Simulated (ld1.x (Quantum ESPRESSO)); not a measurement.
# Which change was made? (B, ultrasoft)

B (Z = 5), ultrasoft, made with ld1.x (Quantum ESPRESSO) 7.5 (PBE, scalar-relativistic). Core [He], reference 2s2 2p1. Waves: 2s (bound): rcut 0.95, rcutus 1.25 bohr; 2s channel at 0.1 Ry: rcut 0.95, rcutus 1.25 bohr; 2p (bound): rcut 2.10, rcutus 2.45 bohr; 2p channel at 0.25 Ry: rcut 2.10, rcutus 2.45 bohr. Local part: all-electron potential smoothed inside 1.85 bohr (lloc = -1). Core correction: none. Augmentation charge: PSQ, radius 0.85 bohr.

Cutoffs, loose and tight: the cutoffs (Ry, on a coarse ladder) from which the occupation-weighted sum of valence levels, in a spherical-Bessel basis at the reference potential, stays within 10 and 1 mRy of its value at 400 Ry. They do not see the model core or the augmentation charge, which bear on the density cutoff. Test errors are all-electron minus pseudo excitation energies from the reference, over the configurations 2s2 2p0; 2s1 2p0; 2s2 2p0.5; 2s1 2p2; 2s0 2p3; 2s1 2p1; 2s2 2p1.3; variants that change the core or the reference have their own tests.

The base gives: outcome: generated; cutoff, loose: 25 Ry; cutoff, tight: 30 Ry; bound ghosts: s; largest test error (meV): +249.

**Question.** After one change the result is: outcome: generated, overlap not positive; bound ghosts: not determined (overlap not positive); largest test error (meV): test run stopped at test 1 of 7 (negative rho). Which change was it?
A. all radii scaled by about 1.32 (s 1.66, p 3.24 bohr, rcut 1.26/2.78); local potential all-electron potential smoothed inside 2.44 bohr (lloc = -1); augmentation PSQ, radius 1.12 bohr
B. functional PW91
C. type PAW; local potential all-electron potential smoothed inside 2.40 bohr (lloc = -2); core correction a·sin(br)/r model core, default radius (ld1.x builds one for every PAW set, though the input has nlcc=.false.); augmentation BESSEL, radius 0.90 bohr

**Answer.** C. The others give: functional PW91 → outcome: generated; cutoff, loose: 21 Ry; cutoff, tight: 25 Ry; bound ghosts: s; largest test error (meV): +264 | all radii scaled by about 1.32 (s 1.66, p 3.24 bohr, rcut 1.26/2.78); local potential all-electron potential smoothed inside 2.44 bohr (lloc = -1); augmentation PSQ, radius 1.12 bohr → outcome: generated; cutoff, loose: 6 Ry; cutoff, tight: 8 Ry; bound ghosts: none; largest test error (meV): +83. A file whose overlap is not positive is unfit for use, and its test errors describe a broken file.
